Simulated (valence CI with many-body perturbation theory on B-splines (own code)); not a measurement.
# W²⁴⁺: E2, M1 decay

Method: relativistic CI+MBPT: four valence electrons over a frozen Dirac-Fock core [Kr] 4d10, a basis of 8 s, 8 p, 9 d, 9 f, 6 g, 3 h, 2 i functions for each j, with the one-electron correlation potential Σ1 (screened to all orders), the two-electron term Σ2, the three-electron term Σ3, Breit, model QED; selected single and double excitations, second order for the rest, scaled by the run's own slope (own B-spline code, finite nucleus).

No measured levels were compared; by estimate terms of the open shell hold to a few per cent of their energy, and close levels can change places. Core correlation moves these levels by up to 4000 cm⁻¹, and in measured spectra 5 to 20 % of such shifts remained as error; rates that hang on mixing are uncertain with them. Only levels of the ground parity were solved; by the run's estimate the other parity begins above the list, which can be wrong where configurations are misplaced.

Lines 51 to 100 of 120 in falling wavelength, among levels below 135110 cm⁻¹, chosen from the decays that carry over 1 % of a level's rate. Wavelengths and rates use the calculated energies, so an error of 2000 cm⁻¹ moves a line at 373.9 nm by 7.5 % and its rate by three times that or more. Electric multipoles are in the length gauge, E1 and E2 with the static RPA response of the core. S is in atomic units (e²a₀⁴ for E2 and M2, e²a₀⁶ for E3), for M1 in squared Bohr magnetons. Weak lines are less certain than strong ones. Lines between different terms over intervals too small for the method are left out, as are lines whose strength nearly cancels. Where a level lies close to another of its J and parity, the split of strength between their lines is uncertain.

Levels are named by their leading jj configuration (3d3/2^4 stands for four electrons in 3d with j = 3/2), which in mixed levels can hold well under half, so a name can repeat and another be missing. Letters in brackets count levels of one name in rising energy.

```csv
λ vac (nm),Upper,Lower,Type,A (s⁻¹),S (a.u.)
373.9,(4f5/2 4f7/2^3) J=7 [a],(4f5/2^3 4f7/2) J=7,M1,2.04e+02,5.93e+00
364.7,(4f5/2^2 4f7/2^2) J=3 [a],(4f5/2^3 4f7/2) J=3 [a],M1,1.35e+02,1.71e+00
353.0,(4f5/2^2 4f7/2^2) J=1,(4f5/2^3 4f7/2) J=2 [b],M1,1.91e+02,9.36e-01
346.0,(4f5/2^3 4f7/2) J=4 [a],(4f5/2^3 4f7/2) J=5 [a],M1,6.63e+01,9.17e-01
345.7,(4f5/2^2 4f7/2^2) J=1,(4f5/2^3 4f7/2) J=2 [a],M1,6.32e+01,2.91e-01
342.3,(4f5/2^2 4f7/2^2) J=4 [b],(4f5/2^3 4f7/2) J=4 [a],M1,1.63e+02,2.19e+00
341.2,(4f5/2^3 4f7/2) J=8,(4f5/2^2 4f7/2^2) J=7 [a],M1,1.03e+02,2.59e+00
335.6,(4f5/2^2 4f7/2^2) J=6 [b],(4f5/2^2 4f7/2^2) J=6 [a],M1,9.14e+01,1.67e+00
335.6,(4f5/2^3 4f7/2) J=5 [c],(4f5/2^2 4f7/2^2) J=6 [b],M1,2.30e+01,3.54e-01
329.9,(4f5/2^2 4f7/2^2) J=2 [b],(4f5/2^3 4f7/2) J=2 [b],M1,2.37e+02,1.58e+00
325.1,(4f5/2^2 4f7/2^2) J=8 [c],(4f5/2^3 4f7/2) J=7,M1,1.25e+02,2.70e+00
323.5,(4f5/2 4f7/2^3) J=7 [a],(4f5/2^2 4f7/2^2) J=6 [b],M1,4.84e+02,9.11e+00
317.6,(4f5/2^2 4f7/2^2) J=5 [a],(4f5/2^3 4f7/2) J=4 [a],M1,3.45e+01,4.51e-01
309.3,(4f5/2^2 4f7/2^2) J=4 [c],(4f5/2^3 4f7/2) J=3 [b],M1,1.27e+01,1.26e-01
306.3,(4f5/2^2 4f7/2^2) J=3 [b],(4f5/2^3 4f7/2) J=3 [b],M1,6.74e+01,5.03e-01
298.1,(4f5/2^2 4f7/2^2) J=2 [a],(4f5/2^3 4f7/2) J=1 [a],M1,2.12e+02,1.04e+00
296.9,(4f5/2^3 4f7/2) J=5 [b],(4f5/2^2 4f7/2^2) J=6 [a],M1,5.23e+01,5.58e-01
294.4,(4f5/2^3 4f7/2) J=7,(4f5/2^2 4f7/2^2) J=6 [a],M1,2.82e+02,4.00e+00
288.9,(4f5/2^2 4f7/2^2) J=2 [b],(4f5/2^3 4f7/2) J=3 [a],M1,1.71e+01,7.65e-02
286.3,(4f5/2^2 4f7/2^2) J=3 [b],(4f5/2^3 4f7/2) J=2 [b],M1,6.55e+01,3.99e-01
286.3,(4f5/2^4) J=2,(4f5/2^4) J=4,E2,1.82e-02,1.57e-02
281.5,(4f5/2^2 4f7/2^2) J=3 [b],(4f5/2^3 4f7/2) J=2 [a],M1,2.57e+00,1.49e-02
258.1,(4f5/2^2 4f7/2^2) J=2 [c],(4f5/2^3 4f7/2) J=3 [b],M1,3.56e+02,1.14e+00
257.0,(4f5/2^2 4f7/2^2) J=4 [c],(4f5/2^3 4f7/2) J=3 [a],M1,7.10e+01,4.02e-01
255.7,(4f5/2^2 4f7/2^2) J=2 [a],(4f5/2^4) J=2,M1,1.23e+01,3.80e-02
253.5,(4f5/2^2 4f7/2^2) J=1,(4f5/2^3 4f7/2) J=1 [a],M1,2.21e+02,4.01e-01
246.8,(4f5/2^3 4f7/2) J=1 [b],(4f5/2^3 4f7/2) J=2 [b],M1,9.68e-01,1.62e-03
243.2,(4f5/2^3 4f7/2) J=1 [b],(4f5/2^3 4f7/2) J=2 [a],M1,2.81e+00,4.49e-03
242.0,(4f5/2^2 4f7/2^2) J=5 [b],(4f5/2^3 4f7/2) J=4 [a],M1,2.14e+01,1.23e-01
241.3,(4f5/2^2 4f7/2^2) J=2 [b],(4f5/2^3 4f7/2) J=1 [a],M1,1.98e+02,5.16e-01
240.2,(4f5/2^2 4f7/2^2) J=2 [c],(4f5/2^3 4f7/2) J=2 [a],M1,2.99e+02,7.69e-01
239.3,(4f5/2^2 4f7/2^2) J=6 [b],(4f5/2^3 4f7/2) J=5 [a],M1,4.38e+02,2.89e+00
239.2,(4f5/2^2 4f7/2^2) J=9,(4f5/2^2 4f7/2^2) J=8 [a],M1,1.32e+02,1.27e+00
235.8,(4f5/2^4) J=0,(4f5/2^3 4f7/2) J=1 [a],M1,2.56e+00,1.25e-03
234.2,(4f5/2^3 4f7/2) J=5 [c],(4f5/2^3 4f7/2) J=4 [a],M1,1.36e+02,7.13e-01
232.6,(4f5/2^3 4f7/2) J=4 [a],(4f5/2^4) J=4,M1,3.38e+02,1.42e+00
231.4,(4f5/2^2 4f7/2^2) J=4 [c],(4f5/2^3 4f7/2) J=4 [a],M1,1.92e+02,7.95e-01
229.7,(4f5/2^2 4f7/2^2) J=3 [b],(4f5/2^3 4f7/2) J=4 [a],M1,2.37e+01,7.46e-02
218.9,(4f5/2^3 4f7/2) J=5 [b],(4f5/2^3 4f7/2) J=5 [a],M1,7.76e+01,3.32e-01
212.8,(4f5/2^2 4f7/2^2) J=8 [c],(4f5/2^2 4f7/2^2) J=8 [a],M1,7.11e+01,4.32e-01
212.8,(4f5/2^2 4f7/2^2) J=2 [b],(4f5/2^4) J=2,M1,2.30e+01,4.10e-02
211.4,(4f5/2^3 4f7/2) J=3 [a],(4f5/2^4) J=4,M1,1.88e+01,4.60e-02
211.2,(4f5/2^2 4f7/2^2) J=0,(4f5/2^3 4f7/2) J=1 [a],M1,9.85e+01,3.44e-02
209.6,(4f5/2^2 4f7/2^2) J=4 [a],(4f5/2^3 4f7/2) J=5 [a],M1,7.44e+01,2.28e-01
208.5,(4f5/2^4) J=0,(4f5/2^4) J=2,E2,7.54e-01,2.65e-02
206.7,(4f5/2^2 4f7/2^2) J=5 [a],(4f5/2^2 4f7/2^2) J=6 [a],M1,1.06e+02,3.81e-01
205.4,(4f5/2^2 4f7/2^2) J=8 [b],(4f5/2^2 4f7/2^2) J=7 [a],M1,3.53e+01,1.93e-01
201.0,(4f5/2^2 4f7/2^2) J=6 [c],(4f5/2^2 4f7/2^2) J=7 [a],M1,8.07e+01,3.16e-01
196.0,(4f5/2 4f7/2^3) J=7 [a],(4f5/2^2 4f7/2^2) J=7 [a],M1,3.92e+01,1.64e-01
193.8,(4f5/2^2 4f7/2^2) J=3 [b],(4f5/2^4) J=2,M1,6.65e+00,1.26e-02
```
